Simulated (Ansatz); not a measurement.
A run on CH₆AlNO (`C[O][AlH][NH2]`) with other settings.

```yaml
crystal:
  periodic: [false, false, false]
  atoms:
    - {symbol: C, position_ang: [-1.537078, 0.191861, -1.107663]}
    - {symbol: O, position_ang: [-0.290691, 0.276724, -0.600872]}
    - {symbol: Al, position_ang: [0.521767, -0.340856, 0.804206]}
    - {symbol: N, position_ang: [2.227235, 0.024341, 0.878552]}
    - {symbol: H, position_ang: [-1.617658, -0.237072, -2.127973]}
    - {symbol: H, position_ang: [-2.307220, -0.353522, -0.509417]}
    - {symbol: H, position_ang: [-1.991203, 1.223574, -1.125436]}
    - {symbol: H, position_ang: [-0.287432, -1.223888, 1.798199]}
    - {symbol: H, position_ang: [2.734973, -0.340855, 1.688731]}
    - {symbol: H, position_ang: [2.748106, 0.588128, 0.296539]}
basis:
  gaussian: {orbitals: def2-mTZVPP, point_charges: [{charge: 0.50, position_ang: [6.319, -0.892, -0.164]}]}
total_charge: 1
magnetization: {spin_polarized: true, initial_magnetization: 1}
hamiltonian: {xc: {name: B97}, pseudopotentials: {relativity: none}}
output: {forces: true}
```

```sh
$ ansatz run in.yaml --threads 2 --pin off --events-out ev --progress --plain --max-ram 32768MiB --backend cpu
```

Output, abridged:

```
Functional definition: B97
1089 factors; integrals over basis functions are off by at most 1.2e-3 eV
mean field evaluation 1: about -11229.6174 eV, gradient 8.4e1 eV
mean field evaluation 2: about -11075.2459 eV, gradient 1.7e2 eV
mean field evaluation 4: about -11253.1475 eV, gradient 3.8e1 eV
mean field evaluation 8: about -11259.3167 eV, gradient 3.0e0 eV
mean field evaluation 16: about -11259.3762 eV, gradient 2.4e-2 eV
mean field evaluation 32: about -11259.3763 eV, gradient 1.4e-5 eV
mean field -11259.37628175 eV, -413.7744464749 hartree, gradient 1.4e-5 eV, S^2 0.761484; 2 other end points of the search recorded, 0 dependent functions left out
reference -11259.37630790 eV, -413.7744474360 hartree; 20, 19 occupied and 99, 100 virtual orbitals, 1089 factors
Total energy: -11259.37630790 eV, -413.7744474360 hartree
Atom 0 at    -1.537078     0.191861    -1.107663 Å, force    -2.433595    -0.484721    -0.062342 eV/Å
Atom 1 at    -0.290691     0.276724    -0.600872 Å, force     0.669352     0.054007    -0.500740 eV/Å
Atom 2 at     0.521767    -0.340856     0.804206 Å, force    -1.644438    -0.751756     0.670095 eV/Å
Atom 3 at     2.227235     0.024341     0.878552 Å, force    -0.359619    -1.394896     1.783904 eV/Å
Atom 4 at    -1.617658    -0.237072    -2.127973 Å, force     0.631523     0.640176    -0.035927 eV/Å
Atom 5 at    -2.307220    -0.353522    -0.509417 Å, force     0.741873     0.107302     0.315138 eV/Å
Atom 6 at    -1.991203     1.223574    -1.125436 Å, force     0.304469    -0.024247    -0.399680 eV/Å
Atom 7 at    -0.287432    -1.223888     1.798199 Å, force     0.085001     0.028718     0.050674 eV/Å
Atom 8 at     2.734973    -0.340855     1.688731 Å, force     0.189403     0.287959    -0.313845 eV/Å
Atom 9 at     2.748106     0.588128     0.296539 Å, force     1.604183     1.588801    -1.459175 eV/Å
Dipole moment:    -0.017772     0.094942     0.038712 e Å
```

Hardware: 2 threads of a server CPU on a shared host. Wall time 20 s, peak host memory 0.42 GiB.
